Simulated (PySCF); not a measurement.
SiCl₂Br₂, SMILES Cl[Si](Cl)(Br)Br.

Geometry: PBE0-D3(BJ)/def2-SVP.

Calculation: PySCF with PBE0/def2-TZVP.

Gas-phase values at a fixed geometry.

Task: Estimate the frontier levels, gap, dipole moment and polarisability. (Estimate from the structure and the level; the computed values follow.)

Result: 
```yaml
highest_occupied_level: -8.84 eV
lowest_empty_level: -1.33 eV
orbital_gap: 7.51 eV
dipole_moment: 0.19 D
quadrupole, principal values (traceless, Buckingham form, about the centre of nuclear charge): -0.92, -0.17, 1.08 D·Å
mean_static_polarisability: 83.8 bohr³ (12.42 Å³)
polarisability_principal_values: 78.5, 83.4, 89.7 bohr³
```
